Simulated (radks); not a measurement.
Problem. Ar+, configuration [Ne] 3s2 3p5. Calculated with a radial shooting solver on a logarithmic mesh with Libxc functionals: Dirac Kohn-Sham, PBEsol, spin-unpolarised, spherical densities, finite nucleus; open shells are shared between the two j in proportion to 2j + 1; Fermi nuclear charge, rms radius 3.4274 fm.

Spin-orbit splittings of the eigenvalues, e(l+1/2) - e(l-1/2), with zeta = 2 splitting/(2l+1) and mean radii in bohr:

| shell | occ. | splitting (eV) | zeta (eV) | <r> j=l-1/2 | <r> j=l+1/2 |
|---|---|---|---|---|---|
| 2p | 6 | 2.232 | 1.488 | 0.3752 | 0.3776 |
| 3p | 5 | ? | ? | 1.547 | 1.555 |

Estimate the 3p splitting.

Solution. 0.1993 eV (zeta = 0.1329 eV).
